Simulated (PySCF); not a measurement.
H4O2SeSi. Atoms are numbered in the order given.

```xyz
8

Si    -1.0412     0.1970     0.2073
O     -1.7927    -0.6678    -1.0105
O     -1.2440    -0.3867     1.7624
Se     1.2074     0.1841    -0.3210
H     -1.6919     1.5332     0.2079
H     -1.3714    -1.5125    -1.2489
H     -0.7132    -1.1747     1.9774
H      1.5947     0.5723     1.0593
```
Charge 0, spin multiplicity 1.

Geometry: PBE-D3(BJ)/def2-SVP. This is a generated structure with no PubChem entry under its InChIKey; it may be hypothetical. One conformer was computed; it need not be the lowest.

These are PBE-D3(BJ)/def2-SVP run with PySCF values and carry that method's errors.

Frequencies are harmonic and unscaled.

Computed vibrational spectrum:
```tsv
mode	ν (cm⁻¹)	IR (km/mol)	moving atoms (share of kinetic energy)
1	137	1.8	H 56 %, O 31 %
2	175	13.7	H 55 %, O 33 %
3	197	9.9	O 52 %, H 22 %, Se 22 %
4	281	49.7	H 87 %, O 12 %
5	314	16.2	O 48 %, Si 33 %, H 18 %
6	341	104.3	H 59 %, Si 18 %, O 12 %, Se 11 %
7	416	118.2	Si 45 %, H 30 %, O 15 %, Se 11 %
8	612	0.9	H 95 %
9	722	17.9	H 84 %, O 15 %
10	751	169.1	H 83 %, O 16 %
11	793	310.7	O 53 %, Si 28 %, H 19 %
12	869	87.5	H 91 %
13	880	99.1	H 73 %, O 15 %, Si 12 %
14	930	135.8	Si 49 %, O 42 %, H 9 %
15	2257	93.2	H 97 %
16	2359	9.8	H 99 %
17	3749	53.1	H 94 %
18	3755	72.8	H 94 %
```
